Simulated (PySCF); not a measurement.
**Where the electron goes**

CH6NPSi.
Numbering: `[CH2:1]=[N:2][SiH2:3][PH2:4]` (hydrogens: H5, H6 on C1; H7, H8 on Si3; H9, H10 on P4)

Geometry (PBE0-D3(BJ)/def2-SVP, Å), atoms numbered from 1 in this order:
```
atom  x, y, z in Å
C1     1.8525   -0.5259    0.3109
N2     0.9081    0.0533    0.9148
Si3   -0.4933    0.7647    0.1329
P4    -2.2902   -0.3041    0.9905
H5     2.6969   -0.9607    0.8785
H6     1.9186   -0.6437   -0.7936
H7    -0.4026    0.6809   -1.3664
H8    -0.5762    2.1970    0.5392
H9    -2.0484   -1.4909    0.2302
H10   -3.1713    0.2446    0.0057
```

Computed, not measured: TDDFT wB97X-D/def2-SVPD, vertical, gas phase, core orbitals frozen in the response in PySCF.

Kohn–Sham orbitals with the atoms that hold most of them (Löwdin shares over 4%, at most four atoms; ? is withheld):

| orbital | ε (eV) | atoms |
| --- | --- | --- |
| LUMO+2 | 2.10 | P4 34%, Si3 25%, H9 18%, H8 8% |
| LUMO+1 | 1.83 | Si3 34%, P4 23%, C1 10%, H7 9% |
| LUMO | 0.71 | ? |
| HOMO | -9.19 | N2 55%, C1 15%, Si3 10%, H6 6% |
| HOMO-1 | -9.36 | ? |
| HOMO-2 | -10.69 | P4 29%, Si3 20%, H8 14%, N2 12% |
| HOMO-3 | -11.86 | Si3 30%, P4 20%, H7 14%, H8 14% |

Q: Give the leading atoms of the HOMO-1.

A: P4 (bonded to Si and 2 H) 62%; Si3 (bonded to N, P and 2 H) 14%; H9 (bonded to P) 6%; H10 (bonded to P) 6%. By element: phosphorus 62%, silicon 14%, hydrogen 12% or more.

Q: Which atoms hold the LUMO, and with what shares?

A: C1 (bonded to N and 2 H) 41%; N2 (bonded to C and Si) 32%; Si3 (bonded to N, P and 2 H) 6%; H5 (bonded to C) 6%.

Q: The HOMO–LUMO gap is 9.90 eV. Where does the response calculation put the lowest singlet, and from which orbitals?

A: S1 is at 4.13 eV (f = 0.0003), 5.77 eV below the gap, made of HOMO→LUMO (92%). 

Q: One configuration dominates each of S1 and S2. Which, and how do the shares of the two leading atoms of either orbital change from the occupied to the empty one?

A: 
- S1 (4.13 eV, f 0.0003), HOMO→LUMO (92%): N2 55% → 32%, C1 15% → 41%
- S2 (6.21 eV, f 0.044), HOMO-1→LUMO (81%): P4 62% → at most 7%, Si3 14% → 6%, C1 at most 6% → 41%, N2 at most 6% → 32%

One conformer stands for the species.
